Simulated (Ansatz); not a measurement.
ICl₄, that is [ICl4]- with one electron fewer. Charge 0, multiplicity 2. Geometry PBE-D4/def2-SVPD, that of the charge -1 singlet; atoms count from 1.

```xyz
5

I     0.0000    0.0000   -0.0001
Cl   -0.9116   -2.0059   -1.3295
Cl   -1.3921   -0.7199    2.0409
Cl    0.9115    2.0057    1.3295
Cl    1.3923    0.7202   -2.0409
```

In the def2 sets I takes a core potential; there is no spin–orbit coupling.

**Question.** Estimate the Mulliken populations from the PBE0/def2-TZVPD orbitals of Ansatz.

**Answer.** 
| atom | charge (e) | spin (α − β) |
| --- | --- | --- |
| I1 | 1.22 | 0.38 |
| Cl2 | -0.31 | 0.15 |
| Cl3 | -0.31 | 0.15 |
| Cl4 | -0.31 | 0.15 |
| Cl5 | -0.31 | 0.15 |
Mulliken values depend strongly on the basis. With diffuse functions, as here, like atoms can get unlike values, and bond orders can come out too low or too high.

**Question.** Where does the spin sit?

**Answer.** Summed by element: I 0.38, Cl 0.62, of 1 unpaired in all. Largest on single atoms: I1 0.38, Cl2 0.15, Cl5 0.15.

**Question.** And the Mayer bond orders between heavy atoms (over 0.3)?

**Answer.** I1–Cl2 0.74 (2.57 Å); I1–Cl3 0.74 (2.57 Å); I1–Cl4 0.74 (2.57 Å); I1–Cl5 0.74 (2.57 Å).
